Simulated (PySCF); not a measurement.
Ti(NMe2)Cl3, C₂H₆Cl₃NTi (singlet state).
Structure used (PBE0-D3(BJ)/def2-SVP), in Å, numbered top down from 1:
```xyz
13
C2H6Cl3NTi angstrom
Ti     0.1418   -0.0341   -1.6608
N      0.0676    0.1036    0.1511
C      1.0257   -0.5283    1.0260
C     -1.1226    0.6128    0.7909
H      1.4032    0.1923    1.7735
H      1.8832   -0.9064    0.4527
H      0.5624   -1.3757    1.5634
H     -1.8002    1.0601    0.0497
H     -1.6642   -0.1967    1.3134
H     -0.8638    1.3946    1.5272
Cl     2.2311   -0.1778   -2.3016
Cl    -0.8626    1.6788   -2.5826
Cl    -0.9709   -1.8753   -2.0807
```

Method used: TDDFT CAM-B3LYP/def2-SVPD, vertical, gas phase, core orbitals frozen in the response (PySCF).

Kohn–Sham orbitals with the atoms that hold most of them (Löwdin shares over 4%, at most four atoms; ? is withheld):

```tsv
orbital	ε (eV)	atoms
LUMO+2	-1.40	Ti1 69%, Cl11 9%, Cl12 9%, Cl13 7%
LUMO+1	-1.69	Ti1 74%, Cl11 9%, Cl12 8%, Cl13 4%
LUMO	-1.99	?
HOMO	?	?
HOMO-1	-10.33	Cl13 42%, Cl12 30%, Cl11 27%
HOMO-2	-10.78	Cl12 43%, Cl11 36%, Cl13 11%, Ti1 4%
HOMO-3	-10.89	Cl13 53%, Cl11 14%, Cl12 13%, Ti1 8%
```

Problem. Which atoms hold the LUMO, and with what shares?

Solution. Ti1 (bonded to 3 Cl and N) 80%; Cl11 (bonded to Ti) 6%; Cl12 (bonded to Ti) 6%; Cl13 (bonded to Ti) 4%. By element: titanium 80%, chlorine 16%.

Problem. Give the leading atoms of the HOMO.

Solution. N2 (bonded to 2 C and Ti) 43%; Cl13 (bonded to Ti) 15%; Ti1 (bonded to 3 Cl and N) 10%; C3 (bonded to N and 3 H) 7%.

Problem. What is the HOMO energy, and the HOMO–LUMO gap?

Solution. ε(HOMO) = -9.07 eV; the gap is 7.08 eV (0.2600 hartree).

Problem. The HOMO–LUMO gap is 7.08 eV. Where does the response calculation put the lowest singlet, and from which orbitals?

Solution. S1 is at 3.01 eV (f = 0.0020), 4.07 eV below the gap, made of HOMO→LUMO (95%). 

Problem. Give energy, strength and leading configuration of S1, S2, S5 and S8, and follow the Löwdin shares of the leading atoms from the occupied to the empty orbital.

Solution. 
- S1 (3.01 eV, f 0.0020), HOMO→LUMO (95%): N2 43% → at most 5%, Cl13 15% → 4%, Ti1 10% → 80%, Cl11 at most 7% → 6%; the Löwdin share of titanium is 10% in HOMO and 80% in LUMO (ligand-to-metal charge transfer by this measure)
- S2 (3.58 eV, f 0.011), HOMO→LUMO+1 (93%): N2 43% → at most 5%, Cl13 15% → 4%, Ti1 10% → 74%, Cl11 at most 7% → 9%; the Löwdin share of titanium is 10% in HOMO and 74% in LUMO+1 (ligand-to-metal charge transfer by this measure)
- S5 (4.69 eV, f 0.014), HOMO-1→LUMO (86%): Cl13 42% → 4%, Cl12 30% → 6%, Ti1 at most 2% → 80%, Cl11 27% → 6%; the Löwdin share of titanium is at most 2% in HOMO-1 and 80% in LUMO (ligand-to-metal charge transfer by this measure)
- S8 (5.07 eV, f 0.012), HOMO-2→LUMO (78%): Cl12 43% → 6%, Cl11 36% → 6%, Ti1 4% → 80%; the Löwdin share of titanium is 4% in HOMO-2 and 80% in LUMO (ligand-to-metal charge transfer by this measure)

Löwdin shares depend on the basis, the more so with diffuse functions.
